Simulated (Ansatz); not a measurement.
Cost and result up the ladder for InO3H3 (7 atoms). Charge 0, multiplicity 1. Geometry: PBE0-D4/def2-SVP.

```xyz
7

In   -0.587   -0.659   -0.133
O    -0.109    1.943    0.787
O     0.692    0.874    0.262
O     0.521   -2.234   -0.636
H     0.297    2.702    0.347
H     1.464   -2.037   -0.585
H    -2.278   -0.590   -0.042
```

Ansatz on 4 threads of Arm Neoverse V2 on a shared host. Times are rough, and most runs start from the orbitals of an earlier one. PBE0-D4/def2-TZVP serves as the yardstick here, not as an exact answer. Binding counts from free atoms at the same level (In doublet, O triplet, H doublet; other spins of the atoms weren't run), without zero-point energy or a counterpoise term.

In the def2 sets In takes a core potential; there is no spin–orbit coupling. Correlated methods freeze 7 core orbitals; core or outer-core shells of In are correlated, in sets that lack core-valence functions. The structure holds 1 bond(s) between oxygen atoms. Another isomer (singlet) lies 3.42 eV lower at PBE0-D4/def2-TZVP; other spin states weren't run for this one.

Correlated methods converge slowly with the basis.

```
                         level  functions  wall time  binding energy per atom (eV)  difference from PBE0-D4/def2-TZVP (eV)
PBE-D4/def2-TZVP (with forces)        161      1.4 s                          2.98                                    0.18
             PBE0-D4/def2-TZVP        161      1.7 s                          2.80                                    0.00
           r2SCAN-D4/def2-TZVP        161      2.4 s                          2.88                                    0.08
          r2SCANh-D4/def2-TZVP        161      2.7 s                          2.81                                    0.01
              B97M-V/def2-TZVP        161      4.3 s                          2.87                                    0.07
            CCSD(T)/def2-TZVPP        185       72 s                          2.79                                   -0.02
```
